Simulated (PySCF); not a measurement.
**Electron correlation in S (sulfur, neutral)**

[Ne] 3s2 3p4, high-spin 3P determinant. All numbers are calculated (PySCF 2.14, the spin-free X2C one-electron Hamiltonian (Gaussian nucleus), in x2c-TZVPPall). Frozen: 1s2; 14 electrons correlated.

MP2 pair energies summed by pair of shells (mhartree):

```json
{"pair": "2p-2p", "energy": "-100.39", "share (%)": "36.3"}
{"pair": "3s-3p", "energy": "-53.37", "share (%)": "19.3"}
{"pair": "3p-3p", "energy": "-53.27", "share (%)": "19.3"}
{"pair": "2s-2p", "energy": "-19.42", "share (%)": "7.0"}
{"pair": "2p-3p", "energy": "-18.83", "share (%)": "6.8"}
{"pair": "2p-3s", "energy": "-12.36", "share (%)": "4.5"}
{"pair": "3s-3s", "energy": "-9.75", "share (%)": "3.5"}
{"pair": "2s-2s", "energy": "-4.56", "share (%)": "1.6"}
{"pair": "2s-3p", "energy": "-2.80", "share (%)": "1.0"}
{"pair": "2s-3s", "energy": "-1.54", "share (%)": "0.6"}
```

Total MP2 correlation energy: -276.29 mhartree.

Same-spin part -76.48 and opposite-spin part -199.80 mhartree; SCS-MP2 scales them by 1/3 and 6/5 to -265.26 mhartree.

This basis was not built for core-valence correlation, so the inner-shell part is incomplete.
